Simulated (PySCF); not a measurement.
GaH3, SMILES [GaH3].

Geometry optimised at r2SCAN-D4/def2-TZVPD. The isomer is the one that the SMILES or the coordinates give; other isomers of the formula were not compared.

Vertical ionisation energy (IE) and electron affinity (EA) in eV. Rows of orbital energies are one-electron estimates. Where ΔSCF, EOM or ADC give a negative EA the extra electron is unbound and the value depends on the basis.

```
level                                            IE    EA
--------------------------------------------  -----  ----
−ε(HOMO), −ε(LUMO), PBE0/def2-TZVPD (PySCF)    8.59  1.81
−ε(HOMO), −ε(LUMO), ωB97X/def2-TZVPD (PySCF)      …     …
ADC(2)/aug-cc-pVDZ (PySCF)                    11.26  0.07
```

Some entries are withheld; supply them. (An estimate is asked for; the answer gives what the named calculation found.)


- −ε(HOMO), −ε(LUMO), ωB97X/def2-TZVPD (PySCF), IE: 11.04
- −ε(HOMO), −ε(LUMO), ωB97X/def2-TZVPD (PySCF), EA: -0.11

Beyond the first one, list the lowest photoelectron lines from ADC(2)/aug-cc-pVDZ in PySCF 2.14.0 with their pole strengths (two spins summed). (The exact figures need the calculation; the answer reports its results.)

15.69 eV (1.84).
